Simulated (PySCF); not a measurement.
Species: potassium hydride, KH.
Z-matrix (Å and degrees, PBE0-D3(BJ)/def2-SVP geometry), rows numbered from 1:
```
K 
H   1  2.2746
```

Level: B3LYP/def2-SVPD in PySCF, non-relativistic, on one gas-phase PBE0-D3(BJ)/def2-SVP geometry that isn't relaxed in the solvent. The solvent is an IEF-PCM continuum (Bondi radii, 1.10 Å for H, scaled by 1.2). The model holds no explicit solvent molecules, cavitation or dispersion.

Gas phase at B3LYP/def2-SVPD: HOMO -4.16 eV, LUMO -1.42 eV, dipole 7.60 D.

Question: What does the continuum do to the energy, the frontier levels and the dipole at B3LYP/def2-SVPD in chloroform?

Answer: 
```tsv
solvent	ε	E(solvent) − E(gas) (kcal/mol)	polarisation term (kcal/mol)	distortion of the solute (kcal/mol)	HOMO (eV)	LUMO (eV)	dipole (D)
chloroform	4.711	-11.97	-15.03	3.06	-4.89	-0.93	9.39
```

Polarisation term: ½ Σ q·V over the induced surface charges. Distortion: the rise of the solute's own energy as its density leaves the gas-phase optimum.

Question: Which radius a makes the point-dipole formula ΔE = −[(ε − 1)/(2ε + 1)]·μ²/a³ give the value in chloroform, with the gas-phase dipole?

Answer: μ = 2.990 au and |ΔE| = 0.01908 Eh give a = 2.91 Å; the farthest nucleus lies 1.14 Å from the centroid of the nuclei. The formula assumes a rigid point dipole at the centre of a sphere.

Question: How does the static polarisability (B3LYP/def2-SVPD, frozen core, with the continuum's full static response) change?

Answer: 
```tsv
medium	isotropic (au)	principal values (au)	⟨r²⟩ of the electrons (bohr²)
gas	64.8	56.9, 57.0, 80.4	62.8
chloroform	44.6	42.4, 42.4, 49.1	63.8
```

The isotropic value in chloroform is 0.69 times the gas-phase one; no cavity-field correction is applied. ⟨r²⟩ is taken about the centre of nuclear charge.
